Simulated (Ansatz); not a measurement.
Total energies of Al₉N₉, a nanocrystal cut from zinc blende AlN (bare) from Ansatz at PBE0-D4/def2-TZVP, gas phase (1 Eh = 27.2114 eV = 2625.5 kJ/mol). The reference geometry is relaxed at PBE-D4/def2-SVP.

```csv
atom,x (Å),y (Å),z (Å)
Al1,0.192,-0.751,-2.791
Al2,-1.527,2.547,1.217
Al3,-1.639,0.277,2.372
Al4,-1.202,-1.619,-0.052
Al5,-0.538,1.201,-1.429
Al6,1.000,0.999,0.993
Al7,1.746,-1.515,-0.535
Al8,2.117,0.496,-1.977
Al9,0.073,-1.537,2.009
N10,-0.200,2.190,0.079
N11,-1.206,-0.576,-1.555
N12,0.612,1.113,-2.851
N13,-1.794,-1.418,1.681
N14,-2.569,1.833,2.398
N15,0.314,0.224,2.498
N16,1.870,-1.368,-2.364
N17,0.508,-2.376,0.444
N18,2.243,0.280,-0.136
```

| state | geometry | energy (Eh) |
| --- | --- | --- |
| charge 0 singlet | reference | -2673.94238 |
| charge 1 doublet | reference | -2673.66165 |
| charge -1 doublet | reference | -2674.02318 |
| free Al atom (doublet) | – | -242.24894 |
| free N atom (quartet) | – | -54.54382 |

Single mean-field runs in def2-TZVP are fitted with def2-universal-jkfit.

Problem. Work out the vertical ionisation energy to the doublet.

Solution. E(charge 1 doublet) − E(charge 0 singlet) = -2673.66165 − (-2673.94238) = 0.28073 Eh = 7.64 eV. For comparison, −ε of the highest occupied level is 6.31 eV at this level, 1.33 eV less.

Problem. Work out the vertical electron affinity, to the doublet.

Solution. E(charge 0 singlet) − E(charge -1 doublet) = -2673.94238 − (-2674.02318) = 0.08080 Eh = 2.20 eV. The basis lacks diffuse functions, which makes affinities too small.

Problem. Give the fundamental gap IE − EA, the Mulliken electronegativity (IE + EA)/2 and the hardness (IE − EA)/2.

Solution. From the values in Eh: IE − EA = 0.28073 − 0.08080 = 0.19993 Eh = 5.44 eV; (IE + EA)/2 = 4.92 eV; (IE − EA)/2 = 2.72 eV. The HOMO–LUMO gap of the same run is 3.07 eV, 2.37 eV smaller than the fundamental gap.

Problem. What is the binding energy per atom against free atoms?

Solution. Atoms: 9 × (-242.24894) + 9 × (-54.54382) = -2671.13484 Eh. Binding: -2671.13484 − (-2673.94238) = 2.80754 Eh = 76.40 eV, or 4.24 eV for each of 18 atoms (no zero-point energy, no counterpoise term).
